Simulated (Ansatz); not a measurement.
Mulliken charges of CH$_{6}$BFGe, SMILES `C[BH][GeH2][F]` from B3LYP/def2-TZVPP in Ansatz (PBE0-D4/def2-TZVP geometry).

| atom | x (Å) | y (Å) | z (Å) | charge (e) |
| --- | --- | --- | --- | --- |
| C1 | -1.345 | 0.742 | -0.436 | -0.267 |
| B2 | -0.457 | -0.514 | -0.262 | -0.026 |
| Ge3 | 1.421 | -0.408 | 0.588 | 0.393 |
| F4 | 2.229 | -1.959 | 0.460 | -0.406 |
| H5 | -1.079 | 1.623 | 0.151 | 0.101 |
| H6 | -1.209 | 1.014 | -1.497 | 0.101 |
| H7 | -2.414 | 0.534 | -0.334 | 0.113 |
| H8 | -0.835 | -1.573 | -0.670 | 0.061 |
| H9 | 1.396 | -0.100 | 2.100 | -0.035 |
| H10 | 2.378 | 0.590 | -0.098 | -0.033 |

Question: By hand: the dipole of these point charges (1 e Å = 4.8032 D).

Answer: Σ q r = (-0.658, 0.665, -0.117) e Å, of length 0.943 e Å = 4.53 D.

Question: How does the dipole of the full density compare? (Estimate.)

Answer: Computed: (-0.486, 0.486, -0.104) e Å, 3.34 D; the point charges give 1.36 times that, at 2° from its direction.

Point charges leave out the atoms' own dipoles, such as those of lone pairs, and Mulliken's split depends on the basis, so the two needn't agree.

B3LYP here is the variant with VWN-RPA as its local correlation; programs differ in this.
